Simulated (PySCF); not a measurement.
H$_{3}$Al, singlet, geometry from GFN2-xTB (such geometries of metal compounds can be far from the true shape); MP2/6-311+G(2d,p) (PySCF).

Input for PySCF:
```python
from pyscf import gto, scf, mp

mol = gto.Mole()
mol.atom = '''
    Al   -0.00000000   -0.00000000   -0.00000000
    H     0.64279377   -0.45514932    1.33855567
    H    -0.27575805    1.50677855   -0.25622634
    H    -0.36703572   -1.05162922   -1.08232933
'''
mol.basis = '6-311+g(2d,p)'
mol.verbose = 4
mol.build()

mf = scf.RHF(mol)
mf.kernel()

pt = mp.MP2(mf, frozen=5)
pt.kernel()
print('E(MP2) = %.10f' % pt.e_tot)
mf.analyze()
```

Output, abridged:

```
PySCF version 2.14.0

[INPUT] verbose = 4
[INPUT] num. atoms = 4
[INPUT] num. electrons = 16
[INPUT] charge = 0
[INPUT] spin (= nelec alpha-beta = 2S) = 0
[INPUT] symmetry False subgroup None
[INPUT] Mole.unit = angstrom
[INPUT] Symbol           X                Y                Z      unit          X                Y                Z       unit  Magmom
[INPUT]  1 Al     0.000000000000   0.000000000000   0.000000000000 AA    0.000000000000   0.000000000000   0.000000000000 Bohr   0.0
[INPUT]  2 H      0.642793770000  -0.455149320000   1.338555670000 AA    1.214704179877  -0.860107560582   2.529503618784 Bohr   0.0
[INPUT]  3 H     -0.275758050000   1.506778550000  -0.256226340000 AA   -0.521107191144   2.847398789869  -0.484197608500 Bohr   0.0
[INPUT]  4 H     -0.367035720000  -1.051629220000  -1.082329330000 AA   -0.693596988733  -1.987291210390  -2.045306010284 Bohr   0.0

nuclear repulsion = 13.8784803225608
number of shells = 27
number of NR pGTOs = 78
number of NR cGTOs = 53
basis = 6-311+g(2d,p)
ecp = {}

******** <class 'pyscf.scf.hf.RHF'> ********
method = RHF
initial guess = minao
damping factor = 0
level_shift factor = 0
DIIS = <class 'pyscf.scf.diis.CDIIS'>
diis_start_cycle = 1
diis_space = 8
diis_damp = 0
SCF conv_tol = 1e-09
SCF conv_tol_grad = None
SCF max_cycles = 50
direct_scf = True
direct_scf_tol = 1e-13
Set gradient conv threshold to 3.16228e-05
Initial guess from minao.
init E= -243.259643242314
  HOMO = -0.338291926371772  LUMO = -0.0134622191489741  gap/eV = 8.83907
cycle= 1 E= -243.62474139721  delta_E= -0.365  |g|= 0.171  |ddm|= 1.27
  HOMO = -0.440549222200538  LUMO = 0.0132513470941155  gap/eV = 12.34854
cycle= 2 E= -243.638768043134  delta_E= -0.014  |g|= 0.0456  |ddm|= 0.255
  HOMO = -0.433920715939178  LUMO = 0.0201231468206313  gap/eV = 12.35516
cycle= 3 E= -243.639764770133  delta_E= -0.000997  |g|= 0.0128  |ddm|= 0.0789
  HOMO = -0.434150130702388  LUMO = 0.0203036265453145  gap/eV = 12.36632
cycle= 4 E= -243.63981285201  delta_E= -4.81e-05  |g|= 0.00122  |ddm|= 0.0174
  HOMO = -0.434522204280121  LUMO = 0.0200459404524243  gap/eV = 12.36943
cycle= 5 E= -243.639813867314  delta_E= -1.02e-06  |g|= 0.000115  |ddm|= 0.00284
  HOMO = -0.434530921968116  LUMO = 0.0200381959243109  gap/eV = 12.36946
cycle= 6 E= -243.639813873063  delta_E= -5.75e-09  |g|= 8.66e-06  |ddm|= 0.000259
  HOMO = -0.43453019678039  LUMO = 0.0200383941237583  gap/eV = 12.36944
cycle= 7 E= -243.639813873105  delta_E= -4.15e-11  |g|= 8.79e-07  |ddm|= 2.29e-05
  HOMO = -0.434530305363556  LUMO = 0.0200383375680594  gap/eV = 12.36944
Extra cycle  E= -243.639813873105  delta_E= -2.27e-13  |g|= 2.49e-07  |ddm|= 1.52e-06
converged SCF energy = -243.639813873105

******** <class 'pyscf.mp.mp2.RMP2'> ********
nocc = 3, nmo = 48
frozen orbitals 5
E(RMP2) = -243.720210596237  E_corr = -0.0803967231317968
E(SCS-RMP2) = -243.732777177497  E_corr = -0.0929633043923382
E_corr(same-spin) = -0.00405318849902077
E_corr(oppo-spin) = -0.0763435346327761
E(MP2) = -243.7202105962
**** SCF Summaries ****
Total Energy =                        -243.639813873104799
Nuclear Repulsion Energy =              13.878480322560780
One-electron Energy =                 -366.265093122732083
Two-electron Energy =                  108.746798927066507
Two-electron Coulomb Energy =          127.973364509974104
DFT Exchange-Correlation Energy =      -19.226565582907597
HOMO-LUMO gap [eV] =                    12.369442815399720
**** MO energy ****
MO #1   energy= -58.4695611661859  occ= 2
MO #2   energy= -4.88278448062049  occ= 2
MO #3   energy= -3.19873978224138  occ= 2
MO #4   energy= -3.19609956280876  occ= 2
MO #5   energy= -3.19609956276136  occ= 2
MO #6   energy= -0.573402534583167 occ= 2
MO #7   energy= -0.434530306355992 occ= 2
MO #8   energy= -0.434530305363556 occ= 2
MO #9   energy= 0.0200383375680594 occ= 0
MO #10  energy= 0.0655725829393193 occ= 0
MO #11  energy= 0.0655725830007224 occ= 0
MO #12  energy= 0.0688215823563941 occ= 0
MO #13  energy= 0.0944310309282463 occ= 0
MO #14  energy= 0.163381652663726  occ= 0
MO #15  energy= 0.1657178360759    occ= 0
MO #16  energy= 0.165717836524143  occ= 0
 ** Mulliken pop on meta-lowdin orthogonal AOs  **
 ** Mulliken pop  **
 ** Mulliken atomic charges  **
charge of    0Al =      0.56914
charge of    1H =     -0.18971
charge of    2H =     -0.18971
charge of    3H =     -0.18971
Dipole moment(X, Y, Z, Debye):  0.00000, -0.00000,  0.00000
```
